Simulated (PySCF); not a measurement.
## Structure from 2D NMR

Compound of formula C5H8NP3. Correlations simulated from computed shifts and the bond graph:

HSQC (one-bond C–H):
| δH | δC |
| --- | --- |
| 9.86 | 168.0 |
| 3.33 | 44.7 |

HMBC (two and three bonds, from the bond graph):
| δH | δC |
| --- | --- |
| 9.86 | 183.7, 168.0 |
| 3.33 | 183.7, 44.7 |

Carbons without hydrogens: δ 183.7.

PySCF 2.14.0 with density-fitted response routines calculation with PBE0-D3(BJ)/def2-SVP geometry and KT3/pcSseg-1 with gauge-including orbitals; relativity neglected, one computed conformer, gas phase, rapidly exchanging positions averaged.

Chemical shifts δ = σref − σ; 1H, 13C vs TMS, all at this level.

Exchangeable hydrogens are left out of these lists.

Question: Which molecule is this?

Answer: SMILES CN(C)c1pcpcp1.

Structure with atom numbers: `[CH3:1][N:2]([CH3:3])[c:4]1[p:5][cH:6][p:7][cH:8][p:9]1`. Each H is labelled by its parent atom.

δC 183.7 is C4, an aromatic carbon bearing nitrogen. δC 168.0 is C6/C8, an aromatic CH (δH 9.86). δC 44.7 is C1/C3, a methyl carbon bonded to N (δH 3.33). HMBC from δH 9.86 reaches the proton-free carbon C4. HMBC from δH 3.33 reaches the proton-free carbon C4.

This is the structure that produced the data.

Shifts are as computed, not scaled to solution data. Of 1313 compounds with measured shifts, 239 miss one by over three times the rms of a fit or turn the order of signals round; such compounds aren't used in these exercises.
